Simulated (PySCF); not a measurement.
**Two-dimensional NMR puzzle**

Compound of formula C$_{6}$H$_{10}$ClFO. Correlations simulated from computed shifts and the bond graph:

HSQC (one-bond C–H):
```tsv
δH	δC
1.99	43.1
1.63	26.5
1.14	19.8
1.02	17.5
```

COSY cross peaks (H two or three bonds apart, from the bond graph; peaks can be absent where the dihedral angle is near 90°):
```tsv
δH	δH
1.99	1.14
1.99	1.02
```

HMBC (two and three bonds, from the bond graph):
```tsv
δH	δC
1.99	191.3, 103.3, 26.5, 19.8, 17.5
1.63	191.3, 103.3, 43.1
1.14	103.3, 43.1, 17.5
1.02	103.3, 43.1, 19.8
```

Carbons without hydrogens: δ 191.3, 103.3.

Calculated, not measured (PySCF 2.14.0 with density-fitted response routines): geometry: GFN2-xTB, PBE0/pcSseg-1 with gauge-including orbitals. One averaged value for each set of equivalent atoms, isolated molecule, one conformer, non-relativistic Hamiltonian.

δ = σ(ref) − σ, references computed at the same level: ¹H and ¹³C against TMS.

Exchangeable hydrogens are left out of these lists.

Task: Which molecule is this?

Result: `F[C@@](C(C)C)(C)C(=O)Cl`.

Atom-mapped SMILES (the numbers label the heavy atoms): `[CH3:1][CH:2]([CH3:3])[C@@:4]([CH3:5])([F:6])[C:7](=[O:8])[Cl:9]`. Hydrogens are named by the atom that carries them.

- δC 191.3 is C7, a carbonyl carbon.
- δC 103.3 is C4, a fully substituted sp3 carbon bonded to F, α to a carbonyl.
- δC 43.1 is C2, an sp3 CH (δH 1.99).
- δC 26.5 is C5, a methyl carbon (δH 1.63).
- δC 19.8 is C1, a methyl carbon (δH 1.14).
- δC 17.5 is C3, a methyl carbon (δH 1.02).
- HMBC from δH 1.99 reaches the proton-free carbons C7, C4.
- HMBC from δH 1.63 reaches the proton-free carbons C7, C4.
- HMBC from δH 1.14 reaches the proton-free carbon C4.
- HMBC from δH 1.02 reaches the proton-free carbon C4.
- COSY links 1.99–1.14, 1.99–1.02.

The data come from this structure; uniqueness wasn't tested.

Carbons that carry Cl, above all several Cl atoms, come out too deshielded, partly because spin–orbit coupling is missing. Shifts are as computed. Against solution values, carbons near 30 ppm lie about +3 ppm off and those near 130 ppm about +5 ppm; carbons on Cl a further +6 ppm. Of 1211 compounds with measured shifts, 218 miss one by over three times the rms of a fit or turn the order of signals round; such compounds aren't used in these exercises.
